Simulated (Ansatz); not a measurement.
```yaml
crystal:
  periodic: [false, false, false]
  atoms:
    - {symbol: C, position_ang: [-0.962543, -1.622024, -0.582108]}
    - {symbol: C, position_ang: [-0.155562, -0.338235, -0.722666]}
    - {symbol: C, position_ang: [1.290756, -0.635096, -1.105213]}
    - {symbol: N, position_ang: [-0.270782, 0.508802, 0.461035]}
    - {symbol: C, position_ang: [0.247591, -0.021851, 1.701584]}
    - {symbol: Si, position_ang: [-0.488317, 2.201424, 0.278198]}
    - {symbol: H, position_ang: [-0.970657, -2.169142, -1.527590]}
    - {symbol: H, position_ang: [-0.534929, -2.286418, 0.173007]}
    - {symbol: H, position_ang: [-1.993768, -1.400245, -0.300998]}
    - {symbol: H, position_ang: [-0.602908, 0.234678, -1.544168]}
    - {symbol: H, position_ang: [1.784731, -1.246156, -0.345217]}
    - {symbol: H, position_ang: [1.862232, 0.288430, -1.223500]}
    - {symbol: H, position_ang: [1.334114, -1.186596, -2.047477]}
    - {symbol: Xx, position_ang: [0.022217, 0.668989, 2.517236]}
    - {symbol: H, position_ang: [1.335652, -0.173664, 1.692791]}
    - {symbol: H, position_ang: [-0.221556, -0.978217, 1.954063]}
    - {symbol: H, position_ang: [-1.440461, 2.428163, -0.841920]}
    - {symbol: H, position_ang: [0.750080, 2.983111, -0.036030]}
    - {symbol: H, position_ang: [-1.027688, 2.739649, 1.555676]}
basis:
  gaussian: {orbitals: "6-31++G**"}
hamiltonian: {xc: {name: PBE-QIDH}}
scf: {lower_state_search: off}
output: {forces: true}
```

```sh
$ ansatz run in.yaml --threads 4 --pin off --events-out ev --progress --plain --max-ram 11315MiB
```

How does Ansatz answer? (Estimate.)

Ansatz gave: The input was rejected before any iteration.
```
Error: YAML parse error: error: line 17 column 16: `Xx` is not an element symbol (H … Og, case-exact)
15 |     - {symbol: H, position_ang: [1.862232, 0.288430, -1.223500]}
16 |     - {symbol: H, position_ang: [1.334114, -1.186596, -2.047477]}
17 |     - {symbol: Xx, position_ang: [0.022217, 0.668989, 2.517236]}
18 |     - {symbol: H, position_ang: [1.335652, -0.173664, 1.692791]}
19 |     - {symbol: H, position_ang: [-0.221556, -0.978217, 1.954063]}
```
